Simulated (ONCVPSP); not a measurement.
## Logarithmic derivatives: cobalt (Co), ONCV

* Element: Co
* Generator: ONCVPSP 4.0.1
* Type: optimised norm-conserving Vanderbilt (ONCV)
* Functional: PBE
* Relativity: scalar-relativistic
* Frozen core: [Ne]
* Valence charge: 17
* Reference configuration: 3s2 3p6 3d7 4s1.5 4p0.5
* Partial waves: 3s+4s: rc 1.05 bohr, ncon 5, nbas 9, qcut 13.6 1/bohr, 2 projectors; 3p+4p: rc 1.60 bohr, ncon 4, nbas 7, qcut 8.8 1/bohr, 2 projectors; 3d: rc 1.35 bohr, ncon 3, nbas 8, qcut 12.6 1/bohr, 2 projectors, debl 1.9 Ha
* Local potential: polynomial inside 0.75 bohr (lpopt 5, dvloc0 4 Ha)
* Core correction: Teter function, fcfact 2.5, rcfact 1.05

The phase is arctan(r·R′/R) of the radial function R(r), unwrapped; energies in Ha, scanned from -5 to 5 Ha. A pole is an energy at which the radial function vanishes at the test radius. The pseudo phase is shifted by a multiple of π to meet the all-electron one at the reference energy, and phase errors are pseudo minus all-electron; the curves can meet again beyond the range given. Levels narrower than the energy grid can be missing from the lists of poles.

For each channel, where are the poles, and over which energies does the pseudopotential scatter like the atom?

```json
{"channel": "s", "radius (bohr)": "1.06", "reference energy (Ha)": "-0.22", "poles, all-electron": "-1.72", "poles, pseudo": "-1.72", "unbroken range about the reference energy with phases within 0.05 rad": "the whole range", "phase error 1 Ha above the reference energy (rad)": "+0.000"}
{"channel": "p", "radius (bohr)": "1.63", "reference energy (Ha)": "-0.06", "poles, all-electron": "-2.24", "poles, pseudo": "-2.24", "unbroken range about the reference energy with phases within 0.05 rad": "the whole range", "phase error 1 Ha above the reference energy (rad)": "+0.001"}
{"channel": "d", "radius (bohr)": "1.37", "reference energy (Ha)": "-0.34", "poles, all-electron": "0.49", "poles, pseudo": "0.49", "unbroken range about the reference energy with phases within 0.05 rad": "the whole range", "phase error 1 Ha above the reference energy (rad)": "+0.000"}
```

Phases in the s channel:

```csv
E (Ha),all-electron,pseudo
-4.96,-0.648,-0.648
-4.48,-0.975,-0.975
-4.00,-1.183,-1.183
-3.52,-1.318,-1.318
-3.04,-1.412,-1.412
-2.56,-1.481,-1.481
-2.08,-1.536,-1.536
-1.60,-1.581,-1.581
-1.12,-1.620,-1.620
-0.64,-1.655,-1.655
-0.16,-1.688,-1.688
0.32,-1.721,-1.721
0.80,-1.753,-1.753
1.28,-1.787,-1.787
1.76,-1.824,-1.824
2.24,-1.865,-1.865
2.72,-1.912,-1.912
3.20,-1.969,-1.969
3.68,-2.038,-2.038
4.16,-2.127,-2.127
4.64,-2.244,-2.245
```
